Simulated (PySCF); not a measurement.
## Ti+: ionisation energy

Ti+ [Ar] 3d2 4s1 (4F) → Ti(2+) [Ar] 3d2 (3F), as a difference of total energies. All numbers are calculated (PySCF 2.14, no relativity, point nucleus, in def2-QZVPPD (11s6p5d3f2g, 93 functions)). Correlated levels: valence and next inner shell: [Ne] frozen. The calculations carry no spin-orbit coupling.

```json
{"method": "UHF", "ionisation energy (eV)": "12.850"}
{"method": "MP2 (valence and next inner shell)", "ionisation energy (eV)": "13.464"}
{"method": "SCS-MP2 (valence and next inner shell)", "ionisation energy (eV)": "13.292"}
{"method": "CCSD (valence and next inner shell)", "ionisation energy (eV)": "13.449"}
{"method": "CCSD(T) (valence and next inner shell)", "ionisation energy (eV)": "13.487"}
```

**Question.** How much does correlation contribute at CCSD(T) (valence and next inner shell)?

**Answer.** 13.487 − (12.850) = 0.637 eV, measured against UHF.

These non-relativistic numbers lack the scalar-relativistic shift.

The reference lies between the lowest fine-structure levels, while these numbers refer to the centres of the terms.

Errors of the correlated levels include the incompleteness of this basis and the frozen core.

For comparison: 13.575 eV (measured; NIST Atomic Spectra Database, ionization energies).
